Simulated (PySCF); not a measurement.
The dipole of `C=Nc1ncc[nH]1` from its density and from atomic charges.

Coordinates (GFN2-xTB, Å) and charges (e) from the PBE0/pcSseg-1 density (PySCF):

| atom | x | y | z | Mulliken | IAO | Hirshfeld | ESP-fitted |
| --- | --- | --- | --- | --- | --- | --- | --- |
| C1 | 2.494 | -0.308 | 0.145 | +0.0227 | -0.1066 | +0.0131 | +0.2865 |
| N2 | 1.479 | 0.274 | 0.626 | -0.4470 | -0.2798 | -0.1652 | -0.7442 |
| C3 | 0.237 | 0.081 | 0.093 | +0.5691 | +0.2668 | +0.1162 | +0.8761 |
| N4 | -0.148 | -0.662 | -0.925 | -0.4377 | -0.3517 | -0.2079 | -0.5535 |
| C5 | -1.482 | -0.490 | -1.026 | +0.0150 | -0.0897 | -0.0390 | -0.0231 |
| C6 | -1.929 | 0.372 | -0.057 | +0.0734 | -0.1375 | -0.0347 | -0.3084 |
| N7 | -0.826 | 0.731 | 0.652 | -0.4191 | -0.2298 | -0.0609 | -0.3250 |
| H8 | 3.448 | -0.113 | 0.611 | +0.1191 | +0.1568 | +0.0544 | +0.0675 |
| H9 | 2.461 | -0.988 | -0.704 | +0.1212 | +0.1374 | +0.0488 | +0.0027 |
| H10 | -2.045 | -0.992 | -1.787 | +0.0870 | +0.1635 | +0.0547 | +0.1652 |
| H11 | -2.908 | 0.739 | 0.171 | +0.1011 | +0.1688 | +0.0606 | +0.2219 |
| H12 | -0.779 | 1.355 | 1.440 | +0.1952 | +0.3018 | +0.1599 | +0.3343 |

Question: What dipole does each set of charges give (1 e·Å = 4.803 D), and what does the density give?

Answer: The full density gives (-0.98, 1.21, 1.28) D, 2.01 D in size; dipole vectors point from the negative to the positive end.

```csv
scheme,μx,μy,μz,size (D),share of the full size (%),angle to the full dipole (°)
Mulliken,-0.66,0.19,0.09,0.69,34,45
IAO,-0.76,1.22,1.34,1.97,98,6
Hirshfeld,-0.40,1.02,1.18,1.61,80,15
ESP-fitted,-0.98,1.19,1.25,1.99,99,0
```

Question: Which set comes closest?

Answer: Length of the difference vector: ESP-fitted 0.03 D, IAO 0.23 D, Hirshfeld 0.62 D, Mulliken 1.60 D. Closest: ESP-fitted. 

Question: What is left for the Hirshfeld atoms' own dipoles?

Answer: The Hirshfeld atoms' densities add up to the full density, so μ = Σ q r + Σ (atomic dipoles). The atomic dipoles sum to (-0.98, 1.21, 1.28) − (-0.40, 1.02, 1.18) = (-0.58, 0.19, 0.10) D, 0.62 D in size.

Question: With the origin at the mean of the coordinates, (0.000, 0.000, -0.063) Å, which are the largest single terms, by size, of the Mulliken dipole along the direction of the full one?

Answer: N7 -2.61, H12 +2.01, N4 +1.83, H9 -1.28, H11 +0.97 D; all 12 atoms together +0.49 D. The single terms depend on the origin, their sum doesn't.

Question: Give the size of the full dipole in other units.

Answer: 2.01 D = 0.792 au = 0.419 e·Å = 6.72 × 10⁻³⁰ C·m.

The structure is a single GFN2-xTB conformer in the gas phase; no vibrational or solvent corrections.

The values belong to the conformer `[CH2:1]=[N:2][c:3]1[n:4][cH:5][cH:6][nH:7]1`: C1–N2–C3–N4 0°.
